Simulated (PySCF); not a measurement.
Orbital gap (eV) of eight silicon and germanium compounds: PBE beside ωB97X, computed with PySCF for isolated molecules in the bases named; differences from unrounded values. The eight are the first of their class met in an unordered collection, after screening for sound electronic states; none was chosen by its value. Each molecule has one DFT geometry for both levels.

| molecule | basis | ωB97X |
|---|---|---|
| SiFCl₂Br, SMILES Br[Si](F)(Cl)Cl | def2-TZVP | 13.03 |
| FGeH5N2, SMILES [NH2][GeH]([NH2])[F] | def2-TZVP | 12.90 |
| Si(Me)(Cl)3 (CH3Cl3Si), SMILES C[Si](Cl)(Cl)Cl | def2-TZVP | 13.77 |
| Ge(F)(Cl)2(Me) (CH3Cl2FGe), SMILES [Ge]([CH3])([Cl])([Cl])[F] | def2-TZVP | 12.95 |
| ClH₆NSi₂, SMILES N[SiH2][SiH2]Cl | def2-TZVP | 10.83 |
| CH8N2OSi, SMILES CN[Si@@H](N)O | def2-TZVP | 12.33 |
| CH8Cl2Si3, SMILES [SiH3]C[Si]([SiH3])(Cl)Cl | def2-TZVP | 12.01 |
| Si(H)(OH)(SeH)2 (H₄OSe₂Si), SMILES O[SiH]([SeH])[SeH] | def2-TZVP | 11.10 |

Q: Estimate the PBE values and say how PBE differs from ωB97X over the set. (Estimate from the structure and the level; the computed values follow.)

A: 
```
molecule                                                        PBE  difference
-------------------------------------------------------------  ----  ----------
SiFCl₂Br, SMILES Br[Si](F)(Cl)Cl                               6.11       -6.91
FGeH5N2, SMILES [NH2][GeH]([NH2])[F]                           5.94       -6.96
Si(Me)(Cl)3 (CH3Cl3Si), SMILES C[Si](Cl)(Cl)Cl                 6.66       -7.11
Ge(F)(Cl)2(Me) (CH3Cl2FGe), SMILES [Ge]([CH3])([Cl])([Cl])[F]  5.85       -7.10
ClH₆NSi₂, SMILES N[SiH2][SiH2]Cl                               4.38       -6.45
CH8N2OSi, SMILES CN[Si@@H](N)O                                 5.58       -6.74
CH8Cl2Si3, SMILES [SiH3]C[Si]([SiH3])(Cl)Cl                    5.64       -6.37
Si(H)(OH)(SeH)2 (H₄OSe₂Si), SMILES O[SiH]([SeH])[SeH]          4.79       -6.31
```
PBE lies below ωB97X in 8 and above it in 0 of the eight; the mean signed difference is -6.74 and the largest -7.11 eV.
